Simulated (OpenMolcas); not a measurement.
# Bi+: thermal populations, worked from levels

```json
{
  "Program": "OpenMolcas 26.06",
  "Basis": "ANO-R2 [8s7p5d3f1g]",
  "Scalar Hamiltonian": "X2C, finite nucleus",
  "Active space": "4 electrons in 4 orbitals (6s 6p)",
  "State averaging": "2S+1 = 3 even, 3 roots; 2S+1 = 1 even, 6 roots; 2S+1 = 5 odd, 1 root; 2S+1 = 3 odd, 9 roots; 2S+1 = 1 odd, 8 roots",
  "Spin-orbit coupling": "state interaction with AMFI integrals over the reference wave functions, term energies averaged over their components"
}
```

Methods: CASSCF; SS-CASPT2, IPEA 0.25 Eh, imaginary shift 0.1 Eh (closed shells correlated: 5d). Measured levels: NIST Handbook of Basic Atomic Spectroscopic Data.

**Thermal populations.** Z = Σ (2J + 1) exp(-E/kT) with k = 0.695035 cm-1/K, over the levels below. No other level of either list lies under 69100 cm-1, which is above 7 kT at each temperature.

```csv
Level,2J + 1,SS-CASPT2,measured
6s² 6p² ³P₀,1,0.0,0.0
6s² 6p² ³P₁,3,10990,13325
6s² 6p² ³P₂ [58 %],5,15020,17032
6s² 6p² ¹D₂ [58 %],5,29510,33939
6s² 6p² ¹S₀,1,41270,44174
```

```csv
T (K),"Z, SS-CASPT2","Z, measured levels","Ground level (%), SS-CASPT2","Ground level (%), measured levels"
5000,1.194,1.102,83.7,90.7
8000,1.777,1.518,56.3,65.9
12000,2.781,2.346,36.0,42.6
```

At 12000 K, kT = 8340 cm-1, and the computed levels give Z = 1.000 + 0.803 + 0.826 + 0.145 + 0.007 = 2.781.

CASPT2 does not keep the components of a term degenerate, so their means are used; among the terms shown or strongly mixed into the levels shown the widest spread is 26 cm-1 (6s² 6p² ¹D, SS-CASPT2). Over all roots computed the reference weight is 0.84 to 0.93 in SS-CASPT2; the roots of lowest weight are the least certain, and an intruder state may touch them. Spin-orbit splittings of 6p shells tend to come out small when the coupling is added on scalar orbitals. Measured partners are found by configuration, term and J. A level has none where our copy of the source lacks it or the pairing is in doubt (some pairs that miss far off the trend of their configuration count as doubtful), and it then counts in no deviation. Where the source uses jj or jK labels, the order within each J decides. Only configurations of the active space appear.

A share in square brackets marks a mixed level and gives the weight of the term that names it, the lowest over the columns.
